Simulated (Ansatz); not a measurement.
`B[SiH](F)BO` + H–F → `B[SiH](F)F` + `BO` at 600 K and 1 bar (cleavage of the Si–B bond).

Calculated with Ansatz (gas phase, PBE0-D4/def2-TZVP geometries, no zero-point term in ΔE). CCSD(T)/CBS adds triple-zeta CCSD(T) − MP2 to the extrapolated MP2 energy (def2 sets, frozen cores). This one scheme is used for every species. Each species was taken in one conformer, which may not be the lowest.

```tsv
species	CCSD(T)/CBS energy (Eh)	H − E (kJ/mol)	S (J/(mol·K))
`B[SiH](F)BO`	-516.69666	221.2	454.9
H–F	-100.39570	42.3	194.0
`B[SiH](F)F`	-515.35308	138.7	389.9
`BO`	-101.80414	119.7	267.1
```

H − E and S are ideal-gas, rigid-rotor, harmonic terms from PBE0-D4/def2-TZVP, for one conformer and one mirror image of each species. 1 Eh = 2625.50 kJ/mol, R = 8.31446 J/(mol·K).

By hand: ΔE, ΔH, ΔS and ΔG.

ΔE = (-515.35308) + (-101.80414) − (-516.69666) − (-100.39570) = -0.06486 Eh = -170.3 kJ/mol. Δ(H − E) = 138.7 + 119.7 − 221.2 − 42.3 = -5.1, so ΔH = -175.4 kJ/mol. ΔS = 389.9 + 267.1 − 454.9 − 194.0 = 8.1 J/(mol·K). ΔG = -175.4 − 600 × (8.1)/1000 = -180.3 kJ/mol.

By hand: the equilibrium constant, and the temperature at which ΔG would vanish if ΔH and ΔS stayed fixed.

log₁₀ K = −ΔG/(RT ln 10) = 15.7. ΔH and −TΔS have one sign here, so there is no such temperature.

The number of gas molecules stays the same, so ΔS is small and ΔH decides. A doubt of 5 kJ/mol in ΔE shifts log₁₀ K by 0.4 here. Other conformers and mirror images would add mixing entropy, several J/(mol·K) or more a flexible species. Modes under 60 cm⁻¹, often nearly free rotors, make the harmonic entropy too high. These are equilibria of isolated gas molecules and say nothing of rates. Largest T1 diagnostic: 0.015 (customary marks: 0.02 for closed shells, 0.045 for open ones).

ΔS is within the doubt of such terms, so its sign, and with it that verdict, could turn.
